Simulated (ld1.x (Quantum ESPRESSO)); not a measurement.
## vanadium (V), TM: configuration errors across variants

```
Element                 : vanadium (V)
Generator               : ld1.x (Quantum ESPRESSO) 7.5
Type                    : norm-conserving Troullier–Martins (Kleinman–Bylander form)
Functional              : PBE
Relativity              : scalar-relativistic
Frozen core             : [Ar]
Valence charge          : 5
Reference configuration : 3d3 4s1 4p1
Partial waves           : 4s (bound): rc 2.15 bohr; 4p (bound): rc 3.55 bohr; 3d (bound): rc 1.30 bohr
Local potential         : the d channel
Core correction         : a·sin(br)/r model core inside 1.00 bohr
```

All-electron excitation energies from the reference (eV): (1) 3d3 4s2 4p0 -3.347; (2) 3d3 4s1 4p0 4.387; (3) 3d3 4s0 4p0 18.683; (4) 3d1 4s0 4p0 93.454; (5) 3d3 4s0 4p1 8.492; (6) 3d3.5 4s1.5 4p0 -3.293; (7) 3d3 4s1.5 4p0 -0.256.

Tests that are not counted but printed errors over 1 eV. “wave 4s (bound): rc 2.15 bohr becomes 4s (bound): rc 1.40 bohr”: 3d3.5 4s1.5 4p0 (solver errors, printed error -148 eV).

A true bound ghost makes a file unfit for plane-wave use even where its test errors are small: the radial tests pick states by their node count and pass the ghost by. Where a test does run into it, the solver fails or the error is huge.

Errors AE − PS in meV (a dash: test not solved or not reliable):

```csv
change,(1),(2),(3),(4),(5),(6),(7),bound ghosts
base,-0.5,-3.0,-26,-2043,-2.5,-38,-1.0,"s, p"
wave 4s (bound): rc 2.15 bohr becomes 4s (bound): rc 1.40 bohr,-7.7,-6.0,-18,-2420,-6.4,–,-7.0,"p, s"
wave 4s (bound): rc 2.15 bohr becomes 4s (bound): rc 1.62 bohr,-1.5,-5.0,-14,-2331,+0.3,-48,-3.6,"p, s"
wave 4s (bound): rc 2.15 bohr becomes 4s (bound): rc 1.76 bohr,+0.7,-4.2,-16,-2247,+1.7,-43,-2.0,"s, p"
wave 4s (bound): rc 2.15 bohr becomes 4s (bound): rc 1.96 bohr,+0.5,-3.4,-22,-2128,-0.3,-39,-1.2,"s, p"
wave 4s (bound): rc 2.15 bohr becomes 4s (bound): rc 2.18 bohr,-0.7,-3.0,-27,-2029,-2.8,-38,-1.0,"s, p"
wave 4s (bound): rc 2.15 bohr becomes 4s (bound): rc 2.46 bohr,-1.0,-2.9,-28,-1998,-3.4,-38,-0.9,"s, p"
wave 4s (bound): rc 2.15 bohr becomes 4s (bound): rc 2.58 bohr,-1.0,-2.9,-28,-1997,-3.4,-38,-0.9,"s, p"
wave 4s (bound): rc 2.15 bohr becomes 4s (bound): rc 2.86 bohr,-1.1,-2.9,-28,-2031,-3.5,-38,-1.1,"s, p"
wave 4s (bound): rc 2.15 bohr becomes 4s (bound): rc 3.22 bohr,-2.7,-2.8,-32,-2146,-5.8,-40,-2.3,"s, p"
```

(1) Give the same row for: wave 4s (bound): rc 2.15 bohr becomes 4s (bound): rc 3.00 bohr.

## Answers

(1) -1.5, -2.9, -29, -2066, -3.9, -39, -1.5; bound ghosts: s, p.
